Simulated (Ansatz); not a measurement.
Geometry optimisation, Ansatz, RKS PBE-D4/def2-SVP.

Input file:

```yaml
crystal:
  periodic: [false, false, false]
  atoms:
    - { symbol: In, position_ang: [0.082355, 0.528303, -0.429619] }
    - { symbol: O, position_ang: [-0.131347, 0.022944, 2.694797] }
    - { symbol: H, position_ang: [-1.108286, -0.012855, 2.687101] }
    - { symbol: O, position_ang: [1.864129, -0.131476, -1.098873] }
    - { symbol: H, position_ang: [1.772998, -1.0487, -1.423866] }
    - { symbol: O, position_ang: [-1.810358, -0.144994, -0.617378] }
    - { symbol: H, position_ang: [-1.805633, -1.036611, -1.018367] }
    - { symbol: Cl, position_ang: [0.166373, 2.689639, 0.662406] }
    - { symbol: H, position_ang: [0.036869, 0.99665, 2.590499] }
basis:
  gaussian: { orbitals: def2-SVP }
hamiltonian:
  xc: pbe
  dispersion: d4
relax:
  f_tol: 0.03
  max_steps: 50
```

Run as:

```bash
$ ansatz run input.yaml --threads 2 --pin off --max-ram 3072MiB --backend cpu --events-out ev --progress --plain --runs-dir out
```

**Question.** Where does it end, and by what steps?

**Answer.** The run converged. The force dipped under the threshold on the way, but the program's further checks kept it going. After 29 steps the energy has fallen by 0.569 eV; H7 moved furthest, 1.23 Å. Joined: In1–O2 (3.17 → 2.35 Å).

| step | energy less start (eV) | largest force component (eV/Å) | accepted |
| --- | --- | --- | --- |
| 0 | 0.0000 | 0.781 | yes |
| 2 | -0.3426 | 0.959 | yes |
| 4 | -0.4273 | 0.301 | yes |
| 6 | -0.4506 | 0.639 | yes |
| 8 | -0.4708 | 0.313 | yes |
| 10 | -0.4805 | 0.169 | yes |
| 12 | -0.4913 | 1.028 | no |
| 14 | -0.5076 | 0.124 | yes |
| 16 | -0.5196 | 0.138 | yes |
| 18 | -0.5224 | 0.027 | yes |
| 20 | -0.5238 | 0.146 | yes |
| 22 | -0.5279 | 0.299 | yes |
| 24 | -0.5461 | 0.486 | yes |
| 26 | -0.5650 | 0.227 | yes |
| 28 | -0.5685 | 0.060 | yes |
| 29 | -0.5687 | 0.025 | yes |

```xyz
9
Properties=species:S:1:pos:R:3
In 0.270 0.580 -0.133
O -0.071 -0.079 2.092
H -0.933 -0.395 1.665
O 1.995 -0.142 -0.875
H 1.885 -1.106 -0.992
O -1.469 -0.549 -0.014
H -2.236 -0.075 -0.389
Cl -0.059 2.916 0.083
H -0.315 0.714 2.610
```

Whether the end is a true minimum wasn't checked by a vibrational analysis.

The run took 34 s on 2 threads of Intel(R) Xeon(R) 6975P-C (Granite Rapids), with other jobs on the host, peak memory 0.17 GiB.
